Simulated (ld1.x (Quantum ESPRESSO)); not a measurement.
# Transferability test, TM potential for gallium

- Element: gallium
- Generator: ld1.x (Quantum ESPRESSO) 7.5
- Type: norm-conserving Troullier–Martins (Kleinman–Bylander form)
- Functional: PBE
- Relativity: scalar-relativistic
- Frozen core: [Ar] 3d10
- Valence charge: 3
- Reference configuration: 4s1.5 4p1.5
- Partial waves: 4p (bound): rc 2.25 bohr; 4s (bound): rc 1.60 bohr
- Local potential: the s channel
- Core correction: Bessel-smoothed model core, default radius (core density twice the valence density)

Energies are relative to the spin-unpolarised reference configuration 4s1.5 4p1.5; without spin polarisation the order of configurations can differ from experiment.

```csv
valence configuration,charge,ΔE all-electron (eV),error AE − PS (meV)
4s2 4p1,0,-3.228,-4.0
4s2 4p0,+1,2.460,-4.9
4s1 4p0,+2,23.588,-127
4s1 4p1,+1,9.832,-26
4s2 4p0.5,+0.5,-1.198,-2.1
4s0 4p3,0,10.143,-40
4s2 4p1.3,-0.3,-3.762,-5.0
```

Levels in the configuration 4s2 4p0:

```tsv
level	all-electron (eV)	pseudo (eV)
4s	-16.331	-16.349
```
